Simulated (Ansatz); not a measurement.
C₅H₁₂ClGaO, SMILES `C[CH2][Ga]([Cl])[O]C(C)C`, 20 atoms. The species carries charge 0 and has multiplicity 1. Correlated methods include outer-core shells of Ga, which these sets cover unevenly. Scalar relativity is left out up to krypton. Hardware: A = 4 threads of an AMD EPYC 7R13 on a shared host and a share of an NVIDIA H100 80 GB; B = 4 threads of an AMD EPYC 7R13 on a shared host. Correlated methods freeze the cores. Open-shell runs search over several starts.

Task: Give the basis size and wall time and peak host memory of each of these runs in Ansatz. RHF-CCSD(T)/def2-SVP energy [A]; RKS ωB97M-V/def2-SVP energy [B]; UKS ωB97X-V/def2-TZVPP energy of the cation [A]; RKS r2SCAN-D4/def2-TZVPP energy and forces [A]; RKS CAM-B3LYP-D4/def2-TZVPP energy [A]; UKS PBE-D4/def2-TZVPP energy of the cation [A]; RKS PBE0-D4/def2-SVP energy [B]; UHF-MP2/def2-QZVPP energy of the cation [A]; UHF-CCSD(T)/def2-TZVPP energy of the cation [A]; direct RPA on PBE orbitals/def2-TZVPP energy [A]; RKS PBE0-D4/def2-TZVP relaxation (13 steps) [A]; RKS PBE-D4/def2-TZVPP energy and forces [A]. (Estimate.)

Result: Computed: Other jobs shared the machine, so times are rough.

| level | job | functions | wall time | peak host memory (GiB) |
| --- | --- | --- | --- | --- |
| RKS r2SCAN-D4/def2-TZVPP | energy and forces [A] | 444 | 4.3 s | 0.95 |
| RKS PBE-D4/def2-TZVPP | energy and forces [A] | 444 | 5 s | 0.92 |
| RKS PBE0-D4/def2-SVP | energy [B] | 194 | 5.5 s | 0.93 |
| direct RPA on PBE orbitals/def2-TZVPP | energy [A] | 444 | 6 s | 2.1 |
| RKS CAM-B3LYP-D4/def2-TZVPP | energy [A] | 444 | 6.5 s | 0.95 |
| RHF-CCSD(T)/def2-SVP | energy [A] | 194 | 6.5 s | 0.8 |
| RKS ωB97M-V/def2-SVP | energy [B] | 194 | 13 s | 1.2 |
| UKS ωB97X-V/def2-TZVPP | energy of the cation [A] | 444 | 19 s | 1.3 |
| UKS PBE-D4/def2-TZVPP | energy of the cation [A] | 444 | 19 s | 1.1 |
| RKS PBE0-D4/def2-TZVP | relaxation (13 steps) [A] | 343 | 45 s | 1 |
| UHF-MP2/def2-QZVPP | energy of the cation [A] | 861 | 61 s | 1.7 |
| UHF-CCSD(T)/def2-TZVPP | energy of the cation [A] | 444 | 5.2 min | 2.1 |
